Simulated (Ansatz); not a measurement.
`[OH][GeH]([GeH3])[GeH3]` and `[OH][GeH2][GeH3]` differ in one atom or group.

Ansatz, PBE0-D4/def2-TZVP geometries, multiplicity 1. Each molecule was computed in one conformer, which needn't be the lowest.

Scalar relativity is left out up to krypton.

```json
{"property": "HOMO energy (B3LYP/def2-TZVPP) / eV", "`[OH][GeH]([GeH3])[GeH3]`": "-7.29"}
{"property": "HOMO–LUMO gap (B3LYP/def2-TZVPP) / eV", "`[OH][GeH]([GeH3])[GeH3]`": "6.58"}
{"property": "LUMO energy (PBE0/def2-TZVPP) / eV", "`[OH][GeH]([GeH3])[GeH3]`": "-0.50"}
{"property": "HOMO energy (ωB97M-V/def2-TZVPP) / eV", "`[OH][GeH]([GeH3])[GeH3]`": "-9.49"}
{"property": "HOMO–LUMO gap (ωB97M-V/def2-TZVPP) / eV", "`[OH][GeH]([GeH3])[GeH3]`": "10.73"}
{"property": "HOMO energy (PBE/def2-TZVPP) / eV", "`[OH][GeH]([GeH3])[GeH3]`": "-6.33"}
```

Question: Give the same properties after the change, and the shifts. (Best estimate.)

Answer: Ansatz gave: 
| property | `[OH][GeH2][GeH3]` | shift |
| --- | --- | --- |
| HOMO energy (B3LYP/def2-TZVPP) / eV | -7.53 | -0.24 |
| HOMO–LUMO gap (B3LYP/def2-TZVPP) / eV | 7.02 | 0.44 |
| LUMO energy (PBE0/def2-TZVPP) / eV | -0.26 | 0.24 |
| HOMO energy (ωB97M-V/def2-TZVPP) / eV | -9.83 | -0.34 |
| HOMO–LUMO gap (ωB97M-V/def2-TZVPP) / eV | 11.32 | 0.59 |
| HOMO energy (PBE/def2-TZVPP) / eV | -6.45 | -0.12 |

With PBE0 the HOMO falls by 0.24 eV and the LUMO rises by 0.24 eV, so the gap widens by about 0.48 eV. PBE moves the HOMO by -0.12 eV and ωB97M-V by -0.34 eV.

B3LYP here is the variant with VWN-RPA as its local correlation; programs differ in this.
